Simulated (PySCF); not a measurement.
WSCl₄, SMILES [S]=[W]([Cl])([Cl])([Cl])[Cl], multiplicity 1.

Coordinates come from a B3LYP-D3(BJ)/def2-SVP optimisation. The multiplicity is an assumed one; no other spin state was optimised. The isomer is the one that the SMILES or the coordinates give; other isomers of the formula were not compared. The def2 effective core potentials stand for the cores of W; spin–orbit coupling is left out.

Calculation: PySCF with PBE/def2-TZVP.

Isolated molecule, no solvent.

* **total energy**: -2305.52446 hartree
* **point group**: C3v
* **highest occupied level**: -7.38 eV
* **lowest empty level**: -4.86 eV
* **orbital gap**: 2.53 eV
* **dipole moment**: 1.58 D
* **quadrupole, principal values (traceless, Buckingham form, about the centre of nuclear charge)**: -6.00, 3.00, 3.00 D·Å
* **mean static polarisability**: 123.2 bohr³ (18.26 Å³)
* **polarisability, principal values**: 110.6, 110.6, 148.4 bohr³
